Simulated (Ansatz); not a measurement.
**A geometry optimisation of C4H7NOSi with B3LYP-D3(BJ)/def2-SVP**

The starting geometry of this gas-phase singlet was optimised with GFN2-xTB; its bonds are those of `Cc1ocnc1[SiH3]`.

```yaml
atoms:
  - { symbol: C, position_ang: [-0.3528, -1.3326, 0.6945] }
  - { symbol: C, position_ang: [0.1557, 0.0617, 0.6681] }
  - { symbol: C, position_ang: [0.4055, 2.0675, 1.3585] }
  - { symbol: C, position_ang: [0.9713, 0.7384, -0.1961] }
  - { symbol: N, position_ang: [1.1072, 2.0240, 0.2825] }
  - { symbol: O, position_ang: [-0.2057, 0.9136, 1.6626] }
  - { symbol: Si, position_ang: [1.8332, 0.2102, -1.7703] }
  - { symbol: H, position_ang: [0.4735, -2.0386, 0.7583] }
  - { symbol: H, position_ang: [-1.0005, -1.4643, 1.5575] }
  - { symbol: H, position_ang: [-0.9159, -1.5503, -0.2113] }
  - { symbol: H, position_ang: [0.2725, 2.9113, 2.0055] }
  - { symbol: H, position_ang: [1.3633, 1.0375, -2.8807] }
  - { symbol: H, position_ang: [1.4812, -1.1950, -2.0047] }
  - { symbol: H, position_ang: [3.2793, 0.3430, -1.5982] }
```

Problem. Predict what it relaxes into with B3LYP-D3(BJ)/def2-SVP.

Solution. It keeps its bonds, and is `Cc1ocnc1[SiH3]`.

The energy falls by 0.12 eV over 22 steps:

```json
{"step": "1", "E − E(last) (eV)": "0.123"}
{"step": "3", "E − E(last) (eV)": "0.048"}
{"step": "6", "E − E(last) (eV)": "0.047"}
{"step": "8", "E − E(last) (eV)": "0.043"}
{"step": "10", "E − E(last) (eV)": "0.030"}
{"step": "13", "E − E(last) (eV)": "0.013"}
{"step": "15", "E − E(last) (eV)": "0.003"}
{"step": "17", "E − E(last) (eV)": "0.001"}
{"step": "20", "E − E(last) (eV)": "0.000"}
{"step": "22", "E − E(last) (eV)": "0.000"}
```

Final geometry (Å):

| atom | x (Å) | y (Å) | z (Å) |
| --- | --- | --- | --- |
| C | -0.3291 | -1.3472 | 0.7377 |
| C | 0.2031 | 0.0372 | 0.6810 |
| C | 0.5066 | 2.0480 | 1.4239 |
| C | 0.9665 | 0.7478 | -0.2113 |
| N | 1.1424 | 2.0433 | 0.3029 |
| O | -0.0913 | 0.8688 | 1.7274 |
| Si | 1.7201 | 0.2573 | -1.8499 |
| H | 0.0431 | -1.8786 | 1.6290 |
| H | -1.4303 | -1.3468 | 0.7889 |
| H | -0.0218 | -1.9065 | -0.1553 |
| H | 0.3911 | 2.8581 | 2.1424 |
| H | 1.1986 | 1.1223 | -2.9454 |
| H | 1.3649 | -1.1626 | -2.1418 |
| H | 3.2041 | 0.3849 | -1.8033 |

The end wasn't checked by frequencies. Run with Ansatz 0.2.0, 92 s on 2 threads of Intel(R) Xeon(R) Platinum 8488C (Sapphire Rapids) (shared host).
